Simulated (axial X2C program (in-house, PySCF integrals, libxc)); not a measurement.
## Levels of SbSe by electron attachment to SbSe⁺ (EOM-EA-CCSD)

Computed with an in-house all-electron X2C program for linear molecules (integrals from PySCF): two-component X2C with atomic mean-field Coulomb and Gaunt terms, Gaussian nuclei, basis Sb dyall-acv3z, Se dyall-acv3z with contracted cores.

R = 2.334 Å (near the PBE0 minimum at charge 0 of the determinant lowest at the starting distance; the state shown can have its own minimum elsewhere).

Hartree–Fock spinors of SbSe⁺ (one of each Kramers pair; a window near the gap, which can cut inner shells):

| ω | occupied | ε (eV) | character |
| --- | --- | --- | --- |
| 1/2 | yes | -31.02 | 61% Se s, 14% Sb s, 10% Sb p |
| 1/2 | yes | -23.77 | 54% Sb s, 20% Se p, 14% Se s |
| 1/2 | yes | -17.02 | 45% Se p, 40% Sb p, 8% Sb s |
| 1/2 | yes | -15.86 | 58% Se p, 30% Sb p, 5% Sb d |
| 3/2 | yes | -15.70 | 66% Se p, 23% Sb p, 6% Sb d |
| 1/2 | no | -6.95 | 53% Sb p, 24% Se p, 9% Sb d |
| 3/2 | no | -6.58 | 59% Sb p, 17% Se p, 10% Se d |
| 1/2 | no | -3.18 | 45% Sb p, 23% Sb d, 14% Se p |
| 1/2 | no | -2.65 | 73% Sb s, 12% Se s, 6% Sb d |
| 1/2 | no | -1.85 | 84% Sb p, 13% Se p, 2% Sb d |
| 3/2 | no | -1.81 | 83% Sb p, 13% Se p |

Levels of SbSe obtained by attaching an electron to SbSe⁺:

```csv
Ω,binding energy (eV),above lowest (cm⁻¹),attached spinor,one-particle weight
1/2,7.351,0,"53% Sb pπ, 23% Se pπ, 9% Sb dπ",0.95
3/2,7.064,2307,"60% Sb pπ, 17% Se pπ, 10% Se dπ",0.95
1/2,3.990,27108,"39% Sb pσ, 24% Sb dσ, 16% Se pσ",0.95
1/2,3.028,34864,"71% Sb sσ, 12% Se sσ, 7% Se dσ",0.98
```

(1) Take the first Ω = 1/2 and Ω = 3/2 rows of π character: how far apart are they, and which lies lower?

This point took 15 s on 1 thread of Arm Neoverse V2, on a shared host.

Reference electrons by ω block (each with its −ω partner): 1/2: 27, 3/2: 12, 5/2: 3. 10 electrons of SbSe⁺ correlated (inner shells frozen), 92 natural virtual spinors (a truncated set); levels can be off by some tenths of an eV. Roots sought by Ω: (1/2: 5, 3/2: 4, 5/2: 2, 7/2: 1); rows need 60 % one-particle weight and stop where some Ω has no more roots. Missing are any skipped roots, higher Ω and states of a further excitation; these come out far too high here and may in truth be low or lowest. T1 of the reference 0.035 (Lee–Taylor). The reference was not checked to be the lowest state of its species. Number of frozen shells: Sb 4 s, 3 p, 2 d; Se 3 s, 2 p, 1 d. Large amplitudes in the reference (orbital relaxation or multireference character) lower the reliability.

## Answers

(1) E(3/2) − E(1/2) = 2307 − 0 = 2307 cm⁻¹ at EOM-EA-CCSD: regular, Ω = 1/2 lower. Splittings at this level can be off by ten to twenty per cent.
